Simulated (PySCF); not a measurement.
SMILES CS[SiH2]C[Si](C)(C)C at its GFN2-xTB optimised geometry (Å):

```
24

C      1.6270    -3.1877    -0.0150
S      1.3341    -1.3936     0.0000
Si    -0.8152    -1.3936     0.0000
C     -1.3832     0.4039     0.0000
Si    -1.2829     1.3398    -1.6726
C      0.4649     1.2067    -2.4123
C     -1.7203     3.1703    -1.3536
C     -2.5632     0.5836    -2.8685
H      2.7018    -3.3339    -0.0026
H      1.1803    -3.6388     0.8658
H      1.2034    -3.6196    -0.9164
H     -1.2413    -2.1563    -1.1759
H     -1.2274    -2.1278     1.2016
H     -2.4145     0.4239     0.3480
H     -0.8000     0.9520     0.7390
H      1.2209     1.4886    -1.6858
H      0.6842     0.1895    -2.7209
H      0.5833     1.8485    -3.2802
H     -2.7018     3.2720    -0.9002
H     -1.7276     3.7394    -2.2780
H     -1.0020     3.6388    -0.6878
H     -3.5689     0.6430    -2.4633
H     -2.3516    -0.4625    -3.0661
H     -2.5651     1.1027    -3.8219
```

Calculation: PBE0/def2-SVP (PySCF 2.14.0).

Map of the HOMO amplitude (bohr^(-3/2)) on the plane z = 0.8 Å; orbital energy -6.50 eV, overall sign arbitrary:

```
|:::::::::::::::::::::::::::::|
|:::::::::::::::::::::::::::::|
|:::::::::::::::::::::::::::::|
|:::::::::::::::::::::::::::::|
|:::::::::::::::::::::::::::::|
|:::::::::::::::::::::::::::::|
|:::::::::::::::::::::::::::::|
|:::::::::::::::::::::::::::::|
|:::::::::::::::::::::::::::::|
|:::::::::::::::::::::::::::::|
|:::::::::::::::::::::::::::::|
|:::::::::::::::::::::::::::::|
|:::::::::::::::::::::::::::::|
|:::::::::::::::-----:::::::::|
|::::::::::::::-------::::::::|
|:::::::::::::--==+==--:::::::|
|:::::::::::::-=+*#*+--:::::::|
|::::::::::..:-=+%@%+=-:::::::|
|::::::::::. .:-+#@#+=-:::::::|
|::::::::::. .:-=+*+=--:::::::|
|::::::::::...::------::::::::|
|:::::::::::::::::.:::::::::::|
|::::::::::::::::.  .:::::::::|
|:::::::::::::::.  ..:::::::::|
|::::::::::::::::...::::::::::|
|:::::::::::::::::::::::::::::|
|:::::::::::::::::::::::::::::|
|:::::::::::::::::::::::::::::|
|:::::::::::::::::::::::::::::|
```
Scale: ten equal steps from -0.081 (start of ' ') to 0.216 (end of '@'), in the order ' .:-=+*#%@'; x runs from -6.00 to 6.00, y from -6.00 (bottom) to 6.00 (top).
